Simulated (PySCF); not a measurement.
**Ionisation energy along the 9-electron series**

Calculated with PySCF 2.14 and a two-component X2C-1e Hamiltonian (Gaussian nucleus, no Breit or QED terms), each ion in its own even-tempered basis scaled to its charge; GMP2 freezes nothing and drops the highest virtual spinors. Values in eV. NIST values: (m) measured, (s) semi-empirical, (t) theoretical.

| ion | configuration | GHF (spin-free) | GMP2 (spin-free) | GHF (screened spin-orbit) | GMP2 (screened spin-orbit) | NIST |
| --- | --- | --- | --- | --- | --- | --- |
| Tm⁶⁰⁺ | [He] 2s2 2p5 | 13959.7 | 13961.4 | 13665.8 | 13667.4 | 13651 ± 10 (t) |
| Lu⁶²⁺ | [He] 2s2 2p5 | 14890.7 | 14892.4 | 14557.6 | 14559.3 | 14542 ± 15 (t) |

Q: Fill in the row of Yb⁶¹⁺.

A: configuration: [He] 2s2 2p5; GHF (spin-free): 14421.1; GMP2 (spin-free): 14422.8; GHF (screened spin-orbit): 14108.1; GMP2 (screened spin-orbit): 14109.7; NIST: 14093 ± 12 (t).
